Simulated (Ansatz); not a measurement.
Cost and result for the atomization energy of `N[B]([SiH3])[SbH2]` (11 atoms, 10 bonds).

```xyz
11

N     0.601    0.663    1.370
B    -0.090    0.099    0.310
Si    0.164    0.804   -1.561
Sb   -1.593   -1.541    0.712
H     0.536    0.339    2.322
H     1.244    1.433    1.258
H    -1.137    1.222   -2.157
H     0.738   -0.248   -2.446
H     1.083    1.983   -1.598
H    -0.781   -2.641   -0.309
H    -0.765   -2.112    2.099
```

The species carries charge 0 and has multiplicity 1. Correlated methods include outer-core shells of Sb, which these sets cover unevenly. Sb takes the def2 core potential. The geometry is a stationary point of PBE0-D4/def2-TZVP. It is one conformer, not always the lowest. Program: Ansatz. All runs use 4 threads of a server CPU on a shared host. Times are those of one run each, without the atoms' runs, and a repeat can differ threefold. Electronic energies, without spin–orbit coupling; frozen cores. CCSD(T)/CBS adds CCSD(T) − MP2 in def2-TZVPP to the MP2 limit, and its time is that of the two runs behind it. T1 = 0.014. With those shells the extrapolation isn't a true limit. HSE06 is the plane-wave form, built on full-range PBE exchange.

CCSD(T)/CBS is a level of theory with its own doubt, some kJ/mol a heavy atom from the limit and from the frozen cores, so smaller differences don't rank the functionals.

```json
{"level": "revPBE-D4/def2-TZVPP", "functions": "252", "wall time": "1.2 s"}
{"level": "PBE0-D4/def2-TZVPP", "functions": "252", "wall time": "1.8 s"}
{"level": "HSE06-D4/def2-TZVPP", "functions": "252", "wall time": "1.9 s"}
{"level": "CAM-B3LYP-D4/def2-TZVPP", "functions": "252", "wall time": "2.1 s"}
{"level": "B2PLYP/def2-TZVPP", "functions": "252", "wall time": "3.4 s"}
{"level": "PBE-QIDH/def2-TZVPP", "functions": "252", "wall time": "3.4 s"}
{"level": "CCSD(T)/def2-SVP", "functions": "107", "wall time": "3.6 s"}
{"level": "B97M-V/def2-TZVPP", "functions": "252", "wall time": "4.1 s"}
{"level": "ωB97X-V/def2-TZVPP", "functions": "252", "wall time": "4.1 s"}
{"level": "ωB97M-V/def2-TZVPP (with forces)", "functions": "252", "wall time": "6 s"}
{"level": "MP2/def2-QZVPP", "functions": "476", "wall time": "12 s"}
{"level": "CCSD(T)/def2-TZVPP", "functions": "252", "wall time": "44 s"}
{"level": "CCSD(T)/CBS(def2)", "functions": "–", "wall time": "56 s"}
```

Q: What atomization energy does each give, and how far from CCSD(T)/CBS? (Estimate.)

A: Computed: 
| level | atomization (kJ/mol) | difference from CCSD(T)/CBS | per bond |
| --- | --- | --- | --- |
| revPBE-D4/def2-TZVPP | 3292.2 | -35.0 | -3.5 |
| PBE0-D4/def2-TZVPP | 3313.7 | -13.5 | -1.4 |
| HSE06-D4/def2-TZVPP | 3313.7 | -13.5 | -1.4 |
| CAM-B3LYP-D4/def2-TZVPP | 3359.6 | 32.4 | 3.2 |
| B2PLYP/def2-TZVPP | 3287.3 | -39.9 | -4.0 |
| PBE-QIDH/def2-TZVPP | 3271.7 | -55.5 | -5.6 |
| CCSD(T)/def2-SVP | 3084.4 | -242.8 | -24.3 |
| B97M-V/def2-TZVPP | 3362.3 | 35.1 | 3.5 |
| ωB97X-V/def2-TZVPP | 3365.6 | 38.4 | 3.8 |
| ωB97M-V/def2-TZVPP (with forces) | 3334.8 | 7.6 | 0.8 |
| MP2/def2-QZVPP | 3265.4 | -61.8 | -6.2 |
| CCSD(T)/def2-TZVPP | 3228.9 | -98.3 | -9.8 |
| CCSD(T)/CBS(def2) | 3327.2 | 0.0 | 0.0 |

From BLYP to BHLYP (50 % exact exchange), in def2-TZVPP and without D4, the atomization energy moves by −49.2 kJ/mol: exact exchange takes away binding that semilocal exchange gives to molecules. Leaving LDA and LC-ωPBE aside and taking each functional with its dispersion term where it has one, the values spread over 93.9 kJ/mol, from PBE-QIDH to ωB97X-V. LDA lies +448.1 kJ/mol from PBE without D4, its usual overbinding. The D4 term adds +42.2 kJ/mol with B3LYP and +22.2 kJ/mol with PBE0; it sums over pairs of atoms, weighted by their polarisabilities, and B3LYP, whose exchange is more repulsive, gets the larger term.

B3LYP here is the variant with VWN-RPA as its local correlation; programs differ in this.
